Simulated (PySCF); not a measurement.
AlF2H4NO2Si. Atoms are numbered in the order given.

```xyz
11

Si    -0.2190    -1.4950     0.0000
F      0.1856    -2.4112     1.2751
F      0.1856    -2.4112    -1.2751
N      0.6515    -0.0269     0.0000
Al     0.0258     1.6529     0.0000
O      1.0318     3.0167     0.0000
O     -1.6595     1.8215     0.0000
H     -1.6700    -1.2631     0.0000
H      1.6652    -0.1424     0.0000
H      1.9893     3.0754     0.0000
H     -2.1336     2.6569     0.0000
```

Geometry: B3LYP-D3(BJ)/def2-SVP. The structure was generated by enumeration; whether it is a known compound was not checked. The values are those of a single conformer.

Method: TDDFT-PBE/def2-SVPD run with PySCF.

Vertical excitations. The molecule is in vacuum. State labels are in the subgroup Cs.

| state | symmetry | energy (eV) | λ (nm) | f | main pairs |
|---|---|---|---|---|---|
| S1 | A" | 5.45 | 228 | 0.006 | HOMO→LUMO 100 % |
| S2 | A" | 6.06 | 205 | 0.000 | HOMO−1→LUMO 100 % |
| S3 | A' | 6.58 | 188 | 0.042 | HOMO−2→LUMO 96 % |
| S4 | A' | 6.70 | 185 | 0.049 | HOMO−3→LUMO 96 % |
| S5 | A" | 6.75 | 184 | 0.082 | HOMO−4→LUMO 96 % |
| S6 | A" | 6.98 | 178 | 0.012 | HOMO→LUMO+1 98 % |
| S7 | A' | 7.10 | 175 | 0.002 | HOMO−5→LUMO 97 % |
| S8 | A" | 7.28 | 170 | 0.028 | HOMO→LUMO+3 95 % |
| S9 | A' | 7.35 | 169 | 0.153 | HOMO→LUMO+2 81 % |
| S10 | A" | 7.49 | 166 | 0.007 | HOMO→LUMO+4 96 % |
| T1 | A" | 5.26 | 236 | 0 | HOMO→LUMO 100 % |
| T2 | A" | 5.86 | 212 | 0 | HOMO−1→LUMO 99 % |
| T3 | A' | 6.32 | 196 | 0 | HOMO−2→LUMO 99 % |
| T4 | A" | 6.35 | 195 | 0 | HOMO−4→LUMO 98 % |
Triplets are in the Tamm–Dancoff approximation, which puts them higher than full response would, so one can lie above its singlet here.
